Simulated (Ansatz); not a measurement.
Computed with Ansatz on PBE0-D4/def2-TZVP structures; ΔE is electronic, products minus reactants. CCSD(T)/CBS adds triple-zeta CCSD(T) − MP2 to the extrapolated MP2 energy (def2 sets, frozen cores). This one scheme is used for every species. DFT in def2-TZVPP. For Ge outer-core shells are correlated without core-valence functions, which leaves a few kJ/mol of doubt a bond. Scalar relativity is left out up to krypton. One conformer a species, not always the lowest.

`CN[BH][GeH3]` + CH₃SH → `CS[BH][GeH3]` + CH₃NH₂  (ligand exchange at a B–N bond)

```csv
level,ΔE (eV)
PBE0-D4,0.43
ωB97X-V,0.47
ωB97M-V,0.49
PBE,0.41
r2SCAN,0.41
HF/def2-TZVPP,0.51
MP2/def2-QZVPP,0.43
MP2/CBS(def2),0.42
```

**Question.** What does CCSD(T)/CBS give? (Best estimate.)

**Answer.** The calculation gave: +0.45 eV. The listed levels differ from it by -0.02, 0.02, 0.04, -0.04, -0.04, 0.06, -0.02, -0.03 eV.

Largest T1 diagnostic among the species: 0.014.

In def2-TZVPP, CCSD(T) changes the Hartree–Fock value by −0.05 eV (the triples alone add −0.02 eV) and MP2 by −0.08 eV.
